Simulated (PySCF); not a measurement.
CH3BrClGa, singlet, at a GFN2-xTB geometry (such geometries of metal compounds can be far from the true shape).

Here is a job for PySCF.
```python
from pyscf import gto, scf, dft

mol = gto.M(
    atom='''
Ga    0.039975    0.369996   -0.511966
Cl    2.086774    0.234928   -0.934344
Br   -0.677212   -0.826369    1.320423
C    -1.362037    1.431566   -1.542034
H    -2.284895    1.497051   -0.962246
H    -1.571525    0.938685   -2.494549
H    -0.983314    2.434132   -1.751034
''',
    basis='pcseg-0',
    charge=0,
    spin=0,
    verbose=4,
    max_memory=1800,
)

mf = dft.RKS(mol)
mf.xc = 'r2scan'
mf = mf.density_fit(auxbasis='def2-universal-jkfit')
mf.kernel()
```

Q: Estimate the number of basis functions that DF-R2SCAN/pcseg-0 in PySCF returns for this input.

A: 72

Q: Estimate the HOMO-LUMO gap that DF-R2SCAN/pcseg-0 returns for this input.

A: 5.44 eV

Q: Estimate the total energy that DF-R2SCAN/pcseg-0 returns for this input.

A: -4992.9761 Eh
